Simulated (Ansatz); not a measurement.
Cost and result for the atomization energy of `[OH][Ga]([F])[SH]` (6 atoms, 5 bonds).

The species carries charge 0 and has multiplicity 1. Correlated methods include outer-core shells of Ga, which these sets cover unevenly. Scalar relativity is left out up to krypton. All single points use the PBE0-D4/def2-TZVP geometry. It is one conformer, not always the lowest. Program: Ansatz. Hardware: A = 2 threads of an AMD EPYC 7R13 on a shared host; B = 2 threads of an AMD EPYC 7R13 on a shared host and a share of an NVIDIA H100 80 GB. Times are those of one run each, without the atoms' runs, and a repeat can differ threefold. Electronic energies, without spin–orbit coupling; frozen cores. CCSD(T)/CBS adds CCSD(T) − MP2 in def2-TZVPP to the MP2 limit, and its time is that of the two runs behind it. T1 = 0.014. With those shells the extrapolation isn't a true limit. B3LYP takes the VWN-RPA correlation (the form of Gaussian; ORCA's B3LYP/G).

CCSD(T)/CBS is a level of theory with its own doubt, some kJ/mol a heavy atom from the limit and from the frozen cores, so smaller differences don't rank the functionals.

```csv
level,functions,wall time
PBE0-D4/def2-TZVPP [A],180,6 s
PBE-D4/def2-TZVPP (with forces) [A],180,6.5 s
B3LYP-D4/def2-TZVPP (with forces) [A],180,6.5 s
CCSD(T)/def2-TZVPP [B],180,7 s
r2SCAN-D4/def2-TZVPP (with forces) [A],180,11 s
B2PLYP/def2-TZVPP [A],180,12 s
CCSD(T)/def2-QZVPP [B],333,12 s
ωB97X-V/def2-TZVPP [A],180,14 s
ωB97M-V/def2-TZVPP (with forces) [A],180,18 s
CCSD(T)/CBS(def2),–,19 s
```

(1) What atomization energy does each give, and how far from CCSD(T)/CBS? (Estimate.)

Results:

(1) Ansatz gave: 
| level | atomization (kJ/mol) | difference from CCSD(T)/CBS | per bond |
| --- | --- | --- | --- |
| PBE0-D4/def2-TZVPP [A] | 1943.2 | -47.0 | -9.4 |
| PBE-D4/def2-TZVPP (with forces) [A] | 2005.0 | 14.8 | 3.0 |
| B3LYP-D4/def2-TZVPP (with forces) [A] | 1935.2 | -55.0 | -11.0 |
| CCSD(T)/def2-TZVPP [B] | 1934.5 | -55.7 | -11.1 |
| r2SCAN-D4/def2-TZVPP (with forces) [A] | 1985.6 | -4.6 | -0.9 |
| B2PLYP/def2-TZVPP [A] | 1942.1 | -48.1 | -9.6 |
| CCSD(T)/def2-QZVPP [B] | 1975.6 | -14.6 | -2.9 |
| ωB97X-V/def2-TZVPP [A] | 1982.2 | -8.0 | -1.6 |
| ωB97M-V/def2-TZVPP (with forces) [A] | 1969.6 | -20.6 | -4.1 |
| CCSD(T)/CBS(def2) | 1990.2 | 0.0 | 0.0 |

From PBE to PBE0 (25 % exact exchange), in def2-TZVPP and without D4, the atomization energy moves by −60.0 kJ/mol: exact exchange takes away binding that semilocal exchange gives to molecules. In def2-TZVPP, CCSD(T) changes the Hartree–Fock value by +599.2 kJ/mol (the triples alone add +42.1 kJ/mol) and MP2 by +677.7 kJ/mol; breaking electron pairs costs correlation energy, which Hartree–Fock lacks. The D4 term adds +19.3 kJ/mol with B3LYP and +10.0 kJ/mol with PBE0; it sums over pairs of atoms, weighted by their polarisabilities, and B3LYP, whose exchange is more repulsive, gets the larger term.
